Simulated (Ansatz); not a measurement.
`O[Si](O)(S)[TeH]` + `BCl` → `ClB[TeH]` + `O[SiH](O)S`  (formal exchange of groups at a Te–Si bond)

Calculated with Ansatz (gas phase, PBE0-D4/def2-TZVP geometries, no zero-point term in ΔE). CCSD(T)/CBS adds triple-zeta CCSD(T) − MP2 to the extrapolated MP2 energy (def2 sets, frozen cores). This one scheme is used for every species. DFT in def2-TZVPP. B3LYP here is the variant with VWN-RPA as its local correlation; programs differ in this. def2 core potentials past Kr. For Te outer-core shells are correlated without core-valence functions, which leaves a few kJ/mol of doubt a bond. One conformer a species, not always the lowest.

Is it downhill or uphill in electronic energy at CCSD(T)/CBS, and by how much? (Best estimate.)

Computed: Nearly level: ΔE = -1.4 kJ/mol.

What do these levels give: PBE0-D4, r2SCAN0-D4, ωB97M-V, B3LYP, r2SCANh, r2SCAN0, LC-ωPBE, HF/def2-SVP, MP2/def2-SVP, CCSD(T)/def2-SVP, MP2/def2-TZVPP, CCSD/CBS(def2)? (Best estimate.)

Computed: PBE0-D4 -0.6, r2SCAN0-D4 -1.8, ωB97M-V 2.5, B3LYP -6.2, r2SCANh -4.9, r2SCAN0 -3.3, LC-ωPBE -0.2, HF/def2-SVP 0.6, MP2/def2-SVP -6.2, CCSD(T)/def2-SVP -8.9, MP2/def2-TZVPP -3.3, CCSD/CBS(def2) 0.0 kJ/mol.

What do rigid-rotor, harmonic-oscillator terms from PBE0-D4/def2-TZVP frequencies (298.15 K, 1 bar) make of the CCSD(T)/CBS value? (Estimate.)

Computed: ΔZPE = +1.8 kJ/mol, ΔH = -2.2 kJ/mol, ΔS = 4 J/(mol·K), ΔG = -3.3 kJ/mol.

Largest T1 diagnostic among the species: 0.014.

In def2-TZVPP, CCSD(T) changes the Hartree–Fock value by −8.3 kJ/mol (the triples alone add −1.4 kJ/mol) and MP2 by −5.4 kJ/mol. From BLYP to BHLYP (50 % exact exchange), in def2-TZVPP and without D4, ΔE moves by +7.3 kJ/mol.
